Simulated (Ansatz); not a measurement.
CH7BN2OSi, relaxed with RKS PBE-D4/def2-SVP in Ansatz 0.2.0 from a rough embedded geometry. The force threshold is 0.03 eV/Å; the program also tests the step.

Charge 0, multiplicity 1. The bonds changed during the relaxation, so this is another structure than the one it started from.

Start:

```xyz
13

B     1.001    1.294   -1.222
Si    0.708    0.523    0.526
N    -0.620    1.398    1.296
N     0.246   -1.197    0.483
C    -0.768   -1.637   -0.214
O    -1.043   -3.022   -0.249
H     0.117    1.213   -2.027
H     2.018    1.695   -1.511
H     1.959    0.661    1.353
H    -0.330    2.414    1.371
H    -1.437    1.339    0.706
H    -1.426   -0.955   -0.671
H    -0.427   -3.726    0.161
```

Q: How much energy does the relaxation release, and in how many steps? (Best estimate.)

A: Computed: 171.06 kJ/mol, in 20 steps, 4 of them rejected.

Q: Which bonds change most? (Best estimate.)

A: Ansatz gave: B1–N3 from 2.996 to 1.611 Å; Si2–N3 from 1.768 to 1.945 Å; B1–H8 from 1.131 to 1.218 Å; C5–O6 from 1.412 to 1.349 Å.

Q: Give the relaxed structure. (Best estimate.)

A: Ansatz gave: 
```xyz
13

B     0.772    1.645   -0.924
Si    1.053    0.128    0.328
N    -0.184    1.628    0.373
N     0.251   -1.403    0.313
C    -0.889   -1.864    0.002
O    -1.168   -3.182   -0.068
H     0.182    1.368   -1.954
H     1.602    2.536   -0.912
H     1.752    0.229    1.655
H    -0.054    2.367    1.073
H    -1.185    1.472    0.211
H    -1.809   -1.285   -0.246
H    -0.324   -3.640    0.149
```
